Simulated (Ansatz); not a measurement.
H6B3N3, charge +1, doublet, geometry from GFN2-xTB (a state made from the parent by changing its charge; the spin is typed, not shown lowest); PBE0/6-31G* (Ansatz, a quantum-chemistry and plane-wave program).

Input for Ansatz:
Ansatz 0.2 input:
```yaml
crystal:
  periodic: [false, false, false]
  atoms:
    - {symbol: B, position_ang: [0.98106325, -1.05992046, -0.04989976]}
    - {symbol: N, position_ang: [1.37494395, 0.29061409, 0.18228070]}
    - {symbol: B, position_ang: [0.39244819, 1.28444706, 0.30957374]}
    - {symbol: N, position_ang: [-0.96506531, 1.03622627, 0.05511563]}
    - {symbol: B, position_ang: [-1.40209965, -0.30055796, -0.17940997]}
    - {symbol: N, position_ang: [-0.38755264, -1.27096670, -0.32061857]}
    - {symbol: H, position_ang: [1.78919192, -1.90645476, -0.03050713]}
    - {symbol: H, position_ang: [2.35520248, 0.48796067, 0.32713174]}
    - {symbol: H, position_ang: [0.70048702, 2.32894591, 0.76549555]}
    - {symbol: H, position_ang: [-1.66024944, 1.76742990, 0.10891670]}
    - {symbol: H, position_ang: [-2.54768103, -0.52456909, -0.26618943]}
    - {symbol: H, position_ang: [-0.65029188, -2.16427148, -0.72361180]}
basis:
  gaussian:
    orbitals: 6-31G*
hamiltonian:
  xc: pbe0
total_charge: 1
magnetization: {spin_polarized: true, initial_magnetization: 1}
```

Output, abridged:

```
Functional definition: PBE0
1023 factors; integrals over basis functions are off by at most 8.2e-4 eV
mean field evaluation 1: about -6567.1443 eV, gradient 6.5e1 eV
mean field evaluation 2: about -6548.6908 eV, gradient 8.9e1 eV
mean field evaluation 4: about -6583.2683 eV, gradient 1.6e1 eV
mean field evaluation 8: about -6584.5833 eV, gradient 9.9e-1 eV
mean field evaluation 16: about -6584.8965 eV, gradient 7.3e-3 eV
mean field evaluation 32: about -6584.8116 eV, gradient 4.2e-1 eV
mean field -6584.89646499 eV, -241.9904816853 hartree, gradient 3.5e-6 eV, S^2 0.764300; 3 other end points of the search recorded, 0 dependent functions left out
reference -6584.89648493 eV, -241.9904824181 hartree; 21, 20 occupied and 81, 82 virtual orbitals, 1023 factors
Total energy: -6584.89648493 eV, -241.9904824181 hartree
```
